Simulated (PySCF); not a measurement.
2,5-dimethylhexane, C8H18.
Structure used (PBE0-D3(BJ)/def2-SVP), in Å, numbered top down from 1:
```
atom  x, y, z in Å
C1    -2.283    1.085    0.969
C2    -1.938    0.014   -0.060
C3    -2.914   -1.155    0.028
C4    -0.495   -0.479    0.072
C5     0.572    0.583   -0.151
C6     2.005    0.052   -0.231
C7     2.972    1.170   -0.606
C8     2.444   -0.632    1.060
H9    -2.146    0.699    1.994
H10   -1.653    1.980    0.863
H11   -3.332    1.405    0.873
H12   -2.042    0.465   -1.065
H13   -3.954   -0.824   -0.114
H14   -2.697   -1.920   -0.734
H15   -2.852   -1.643    1.015
H16   -0.375   -0.937    1.071
H17   -0.337   -1.298   -0.653
H18    0.528    1.343    0.650
H19    0.345    1.122   -1.089
H20    2.032   -0.704   -1.039
H21    2.685    1.649   -1.555
H22    2.985    1.952    0.171
H23    4.001    0.794   -0.716
H24    1.817   -1.503    1.302
H25    2.387    0.068    1.911
H26    3.485   -0.983    0.989
```

Level: PBE0/pcSseg-1 in PySCF, non-relativistic, on one gas-phase PBE0-D3(BJ)/def2-SVP geometry that isn't relaxed in the solvent. The solvent is an IEF-PCM continuum (van der Waals radii × 1.2). Only the electrostatic response of the medium enters.

Gas phase at PBE0/pcSseg-1: HOMO -8.60 eV, LUMO 1.46 eV, dipole 0.13 D.

Question: What does the continuum do to the energy, the frontier levels and the dipole at PBE0/pcSseg-1 in tetrahydrofuran and water?

Answer: 
| solvent | ε | E(solvent) − E(gas) (kcal/mol) | polarisation term (kcal/mol) | distortion of the solute (kcal/mol) | HOMO (eV) | LUMO (eV) | dipole (D) |
| --- | --- | --- | --- | --- | --- | --- | --- |
| tetrahydrofuran | 7.426 | -0.66 | -0.67 | 0.01 | -8.49 | 1.58 | 0.15 |
| water | 78.36 | -0.81 | -0.84 | 0.03 | -8.47 | 1.60 | 0.15 |

Polarisation term: ½ Σ q·V over the induced surface charges. Distortion: the rise of the solute's own energy as its density leaves the gas-phase optimum. From tetrahydrofuran to water the lowering changes by a factor 1.24, Onsager's factor (ε − 1)/(2ε + 1) by 1.21 and ε itself by 10.6.

Question: Which ESP-fitted charges (PBE0/pcSseg-1) respond most in tetrahydrofuran (means over atoms taken as equivalent)?

Answer: 
| atoms | environment | gas (e) | solvent (e) | change |
| --- | --- | --- | --- | --- |
| C2/C6 | sp3 CH carbon | +0.482 | +0.505 | +0.023 |
| C1/C3/C7/C8 | methyl carbon | -0.569 | -0.588 | -0.019 |
| C4/C5 | chain CH2 carbon | -0.249 | -0.258 | -0.009 |
| H9 (×12) | methyl hydrogen | +0.131 | +0.135 | +0.004 |
| H16/H17/H18/H19 | methylene hydrogen | +0.073 | +0.075 | +0.002 |
| H12/H20 | methine hydrogen | -0.026 | -0.029 | -0.003 |

Cost: about 1.9 min of CPU time on one thread; the machine was shared, so the figure is rough. This is the whole shielding run at PBE0/pcSseg-1 in water, SCF included.
